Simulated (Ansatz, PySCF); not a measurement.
This PySCF input computes a r2SCAN/def2-TZVPD energy:

```python
from pyscf import gto, scf, dft

mol = gto.M(
    atom='''
    C    -0.37708342    1.08626761    0.16283026
    C    -1.12385045   -0.28975267    0.04106663
    C     0.33463378   -0.17758331   -0.04545889
    O     1.38188572   -0.73333852   -0.18772459
    H    -0.34007347    1.55204714    1.14085017
    H    -0.46474761    1.77957040   -0.66571637
    H    -1.68856913   -0.47548796   -0.86526580
    H    -1.56389500   -0.70301121    0.94130074
    ''',
    basis='def2-tzvpd',
    charge=0,
    spin=0,
    verbose=4,
)

mf = dft.RKS(mol, xc='r2scan').density_fit(auxbasis='def2-universal-jkfit')
mf.grids.level = 4
mf.conv_tol = 1e-9
mf.max_cycle = 100
mf.max_memory = 1500
mf.kernel()
if not mf.converged:
    mf = mf.newton()
    mf.kernel(mf.make_rdm1())
mf.analyze()
```

Question: Write an input for the same energy in Ansatz (an electronic-structure program) and say what it gives.

Answer: 
Ansatz 0.2 input:
```yaml
crystal:
  periodic: [false, false, false]
  atoms:
    - {symbol: C, position_ang: [-0.37708342, 1.08626761, 0.16283026]}
    - {symbol: C, position_ang: [-1.12385045, -0.28975267, 0.04106663]}
    - {symbol: C, position_ang: [0.33463378, -0.17758331, -0.04545889]}
    - {symbol: O, position_ang: [1.38188572, -0.73333852, -0.18772459]}
    - {symbol: H, position_ang: [-0.34007347, 1.55204714, 1.14085017]}
    - {symbol: H, position_ang: [-0.46474761, 1.77957040, -0.66571637]}
    - {symbol: H, position_ang: [-1.68856913, -0.47548796, -0.86526580]}
    - {symbol: H, position_ang: [-1.56389500, -0.70301121, 0.94130074]}
basis:
  gaussian:
    orbitals: def2-TZVPD
hamiltonian:
  xc: {name: r2SCAN}
output: {forces: true}
```
It gives -191.85075 Eh, and PySCF -191.85082 Eh, a difference of 0.07 mEh, from the treatment of integrals and grids.
